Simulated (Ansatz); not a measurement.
Isolated molecules relaxed with PBE0-D4/def2-TZVP in Ansatz; ΔE leaves out vibrations. CCSD(T)/CBS adds triple-zeta CCSD(T) − MP2 to the extrapolated MP2 energy (def2 sets, frozen cores). This one scheme is used for every species. DFT in def2-TZVPP. For Ge outer-core shells are correlated without core-valence functions, which leaves a few kJ/mol of doubt a bond. Scalar relativity is left out up to krypton. One conformer a species, not always the lowest.

`[CH3][GeH]([CH3])[SiH3]` + H₂S → `[CH3][GeH]([SiH3])[SH]` + CH₄  (ligand exchange at a Ge–C bond)

`[CH3][GeH]([CH3])[SiH3]`:

```xyz
14

C    -0.591   -0.960    1.568
Ge    0.318   -0.472   -0.100
C     1.706    0.862    0.272
Si   -1.250    0.380   -1.682
H    -1.348   -1.723    1.386
H     0.131   -1.350    2.287
H    -1.077   -0.085    2.003
H     0.987   -1.735   -0.690
H     2.422    0.466    0.994
H     2.243    1.126   -0.640
H     1.259    1.767    0.686
H    -0.576    0.760   -2.954
H    -1.922    1.593   -1.137
H    -2.301   -0.629   -1.992
```

H₂S:

Cartesian coordinates in Å:
```
S 0.440 -0.156 0.408
H -0.897 -0.064 0.472
H 0.457 0.221 -0.880
```

`[CH3][GeH]([SiH3])[SH]`:

Cartesian coordinates in Å:
```
C 0.474 1.763 -0.655
Ge 0.632 0.019 0.207
Si -1.054 -1.528 -0.460
S 0.356 0.439 2.390
H -0.513 2.185 -0.468
H 0.617 1.661 -1.732
H 1.232 2.441 -0.262
H 2.048 -0.559 -0.013
H -0.876 -1.946 -1.878
H -2.390 -0.894 -0.307
H -0.987 -2.735 0.407
H 0.459 -0.845 2.771
```

CH₄:

```xyz
5

C     0.000    0.000    0.000
H     0.101    1.047   -0.283
H     0.787   -0.263    0.706
H     0.084   -0.626   -0.888
H    -0.973   -0.158    0.465
```

| level | ΔE (eV) |
| --- | --- |
| PBE-D4 | -0.77 |
| CCSD/CBS(def2) | -0.71 |

**Question.** What does CCSD(T)/CBS give? (Estimate.)

**Answer.** The calculation gave: -0.72 eV. The listed levels differ from it by -0.05, 0.01 eV.

Largest T1 diagnostic among the species: 0.011.

In def2-TZVPP, CCSD(T) changes the Hartree–Fock value by +0.09 eV (the triples alone add −0.01 eV) and MP2 by +0.05 eV.
